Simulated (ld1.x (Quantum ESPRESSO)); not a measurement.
## What the settings do to the TM semilocal potential of holmium

Base potential:

Ho (Z = 67), norm-conserving Troullier–Martins (semilocal form), made with ld1.x (Quantum ESPRESSO) 7.5 (PBE, scalar-relativistic). Core [Kr] 4d10, reference 4f11 5s2 5p6 5d0 6s0.5 6p0 (charge +1.5). Waves: 5s (bound): rc 1.45 bohr; 5p (bound): rc 2.50 bohr; 4f (bound): rc 0.90 bohr; 5d (bound, empty): rc 3.10 bohr. Local part: the d channel. Core correction: none.

Occupied shells without a wave of their own: 6s. They enter only through the test configuration that unscreens the potential.

All-electron outer shells of the reference configuration (PBE, scalar-relativistic, ld1.x):

| shell | level (eV) | outermost node (bohr) | outermost maximum (bohr) |
| --- | --- | --- | --- |
| 4p | -313.16 | 0.27 | 0.51 |
| 4d | -169.33 | 0.25 | 0.53 |
| 5s | -60.68 | 0.61 | 1.14 |
| 5p | -36.13 | 0.66 | 1.29 |
| 4f | -13.34 | – | 0.53 |
| 6s | -11.79 | 1.53 | 3.10 |
| 5d | -10.04 | 0.75 | 1.95 |
| 6p | -7.87 | 1.85 | 3.94 |

Cutoffs, loose and tight: the cutoffs (Ry, on a coarse ladder) from which the occupation-weighted sum of valence levels, in a spherical-Bessel basis at the reference potential, stays within 10 and 1 mRy of its value at 400 Ry. They do not see the model core or the augmentation charge, which bear on the density cutoff. Test errors are all-electron minus pseudo excitation energies from the reference, over the configurations 4f11 5s2 5p6 5d0 6s2 6p0; 4f11 5s2 5p6 5d0 6s1 6p0; 4f11 5s2 5p6 5d0 6s0 6p0; 4f11 5s2 5p5 5d0 6s2 6p0; 4f11 5s2 5p6 5d0.5 6s1.5 6p0; 4f11 5s2 5p6 5d0 6s0 6p1; 4f11 5s2 5p6 5d1 6s1 6p0. A dash means not determined; rows that change the core or the reference have their own tests. The largest error is taken over the tests solved by every variant that gives reliable tests at all: 4f11 5s2 5p5 5d0 6s2 6p0; 4f11 5s2 5p6 5d0 6s0 6p0; 4f11 5s2 5p6 5d0 6s1 6p0; 4f11 5s2 5p6 5d0 6s2 6p0; 4f11 5s2 5p6 5d0.5 6s1.5 6p0; 4f11 5s2 5p6 5d1 6s1 6p0.

Cutoffs are not given where the Bessel-basis levels miss the radial ones by over 6 mRy, ghosts where they miss by over 20 mRy; a channel whose overlap is not positive is not tested.

A semilocal file is local in each channel, so a ghost entry of none says nothing of the separable form that plane-wave codes build from it.

```csv
change,outcome,"cutoff, loose","cutoff, tight",bound ghosts,largest test error (meV)
base,generated,–,–,not determined,+156
"all radii scaled by about 0.73 (s 1.06, p 1.84, d 2.28, f 0.66 bohr)",generated,–,–,not determined,+90
"all radii scaled by about 0.85 (s 1.22, p 2.12, d 2.62, f 0.76 bohr)",generated,–,–,not determined,+52
"all radii scaled by about 0.89 (s 1.30, p 2.24, d 2.76, f 0.80 bohr)",generated,–,–,not determined,+64
"all radii scaled by about 1.06 (s 1.54, p 2.66, d 3.30, f 0.96 bohr)","generated, misses its reference levels by 0.17 eV",–,–,not determined,+253
"all radii scaled by about 1.13 (s 1.64, p 2.82, d 3.50, f 1.02 bohr)","generated, misses its reference levels by 0.31 eV",–,–,none,+495
"all radii scaled by about 1.24 (s 1.80, p 3.10, d 3.84, f 1.12 bohr)","generated, misses its reference levels by 0.64 eV",–,–,none,+1082
"all radii scaled by about 1.38 (s 2.00, p 3.44, d 4.26, f 1.24 bohr)","generated, misses its reference levels by 1.22 eV",260 Ry,over 300 Ry,none,+2075
```

Problem. What comes out with this change to the base: all radii scaled by about 1.32 (s 1.92, p 3.30, d 4.10, f 1.18 bohr)?

Solution. outcome: generated, misses its reference levels by 0.90 eV; cutoff, loose: 300 Ry; cutoff, tight: over 300 Ry; bound ghosts: none; largest test error (meV): +1527.
